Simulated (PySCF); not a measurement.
CrO2, SMILES [O]=[Cr]=[O] (connectivity only; charge and spin as stated), neutral, multiplicity 3.

The structure is a stationary point at PBE0-D3(BJ)/def2-TZVP. The spin state was assumed, not searched.

Two levels are set side by side: PBE/def2-TZVPD (PySCF) and B3LYP/def2-TZVPD (PySCF). Same geometry, gas phase. Differences are taken from unrounded values.

```csv
quantity,B3LYP,PBE,PBE minus B3LYP
α-spin orbital gap (eV),3.10,0.89,-2.21
β-spin orbital gap (eV),4.81,3.23,-1.58
dipole moment (D),4.15,3.89,-0.26
mean polarisability (bohr³),36.9,39.5,2.6
```

PBE's more diffuse valence density responds more strongly to a field. Differences between two approximate levels are no errors against the true value.

Rough cost on one machine, each run with all the roots and properties that it gave: B3LYP against PBE within a factor of 2.
